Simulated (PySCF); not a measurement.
PySCF job for CF2I, SMILES F[C](I)F (connectivity only; charge and spin as stated), charge +1, multiplicity 1, PBE0-D3(BJ)/def2-SVP. Geometry: PBE0-D3(BJ)/def2-SVP. The spin state was assumed, not searched. The isomer is the one that the SMILES or the coordinates give; other isomers of the formula were not compared. The def2 effective core potentials stand for the cores of I; spin–orbit coupling is left out.

```python
import numpy as np
from pyscf import gto, scf, dft, df
from pyscf.hessian import thermo

mol = gto.M(
    atom='''
    F     0.00000000    1.05305857   -1.89356131
    C     0.00000000    0.00000000   -1.21792805
    F     0.00000000   -1.05305857   -1.89356131
    I     0.00000000    0.00000000    0.78097494
    ''',
    basis='def2-SVP',
    ecp={'I': 'def2-svp'},
    charge=1,
    spin=0,
    max_memory=1600,
    verbose=3,
)
mf = dft.RKS(mol, xc='pbe0').density_fit(auxbasis='def2-universal-jkfit')
mf.disp = 'd3bj'
mf.grids.level = 3
mf.conv_tol = 1e-11
mf.max_cycle = 100
mf.kernel()

# [left out here: the lines that compute and print the analytic Hessian (its translational invariance restored by hand, since the grid's response is missing), thermochemistry and intensities]
```

Program output:

```
converged SCF energy = -534.716445763887

WARN: DFTD3 does not support analytical Hessian, using finite difference


WARN: Mole.unit (angstrom) is changed to Bohr

Mode                                 0                   1                   2
Irrep
Freq [cm^-1]                      313.4423            363.0065            580.9700
Reduced mass [au]                  18.0302             23.3939             12.7714
Force const [Dyne/A]                1.0437              1.8163              2.5398
Char temp [K]                     450.9737            522.2855            835.8865
Normal mode                   x     y     z       x     y     z       x     y     z
       0   F                 0.00  0.03 -0.14    0.00 -0.03 -0.13   -0.06 -0.00 -0.00
       1   C                -0.00  0.12 -0.00   -0.00 -0.00 -0.07    0.27  0.00  0.00
       2   F                 0.00  0.03  0.14    0.00  0.03 -0.13   -0.06  0.00  0.00
       3   I                 0.00 -0.02  0.00    0.00  0.00  0.05   -0.01 -0.00 -0.00
Mode                                 3                   4                   5
Irrep
Freq [cm^-1]                      735.4074           1398.3449           1551.1393
Reduced mass [au]                  17.1092             13.7732             13.5202
Force const [Dyne/A]                5.4518             15.8677             19.1661
Char temp [K]                    1058.0875           2011.9070           2231.7441
Normal mode                   x     y     z       x     y     z       x     y     z
       0   F                -0.00  0.14  0.00   -0.00  0.07 -0.06   -0.00 -0.08  0.05
       1   C                 0.00  0.00 -0.13    0.00 -0.00  0.23    0.00  0.24  0.00
       2   F                -0.00 -0.14  0.00   -0.00 -0.07 -0.06   -0.00 -0.08 -0.05
       3   I                -0.00 -0.00  0.01   -0.00  0.00 -0.00   -0.00 -0.00 -0.00
temperature 298.1500 [K]
pressure 101325.00 [Pa]
Rotational constants [GHz] 11.99403 2.19186 1.85319
Symmetry number 2
Zero-point energy (ZPE) 0.01126 [Eh]   29561.581 [J/mol]
                           tot       elec      trans        rot        vib
Entropy [J/mol/K]       291.058      0.000    173.295    104.244     13.519
Cv [J/mol/K]             46.704      0.000     12.472     12.472     21.761
Cp [J/mol/K]             55.018      0.000     20.786     12.472     21.761
Internal energy [J/mol]                      3718.434   3718.434  32271.501
Internal energy [Eh]   -534.70132  -534.71645
Enthalpy [J/mol]                             6197.391   3718.434  32271.501
Enthalpy [Eh]          -534.70038
Gibbs free energy [J/mol]                  -45470.506 -27361.840  28240.694
Gibbs free energy [Eh] -534.73343
static polarisability / bohr^3: [[20.657  0.    -0.   ]
 [ 0.    26.178 -0.   ]
 [-0.     0.    50.384]]
largest difference of analytic and finite-field dipole derivatives / e: 0.0004871678276812119
mode   freq/cm-1   IR/(km/mol)   Raman/(A^4/amu)   depolarisation
   1      313.44         1.094             2.498            0.750
   2      363.01         0.674             3.901            0.287
   3      580.97         7.362             4.028            0.750
   4      735.41        34.087             6.086            0.099
   5     1398.34       667.605             3.627            0.289
   6     1551.14       278.168             0.303            0.750
max |gradient| / (hartree/bohr): 0.00017179138679545636
APT charges: [-0.4612  1.5823 -0.4612  0.34  ]
```

The run converged.
